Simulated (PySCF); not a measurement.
## Radial density of C (carbon, neutral)

UHF, [He] 2s1 2p2 3d1, one real determinant (an excited configuration). Calculation: PySCF 2.14, in aug-cc-pVTZ-DK (5s4p3d2f, 46 functions); the spin-free X2C one-electron Hamiltonian (Gaussian nucleus).

```tsv
r (bohr)	4πr²ρ (e/bohr)	4πr²(ρα − ρβ)
0.00499	0.03798	0.0010
0.00839	0.1030	0.0027
0.0141	0.2687	0.0070
0.0238	0.6743	0.0174
0.0399	1.566	0.0404
0.0672	3.206	0.0819
0.113	5.286	0.1325
0.190	6.142	0.1573
0.320	4.119	0.2094
0.538	1.725	0.7307
0.905	1.847	1.7932
1.52	1.683	1.6827
2.56	0.5707	0.5707
4.31	0.3510	0.3510
7.24	0.008761	0.0088
```

Densities and radii are taken from the X2C orbitals without a picture-change correction, which distorts them close to the nucleus.

⟨L²⟩ = 8.00 against 12 for a pure F term, so this real determinant mixes terms. The outer electron is Rydberg-like, and this basis confines it to a smaller radius and binds it less than a complete one would. At UHF the highest occupied level has a positive energy, so only the finite basis holds that electron; for this excited configuration the basis is too tight for the outer shell.
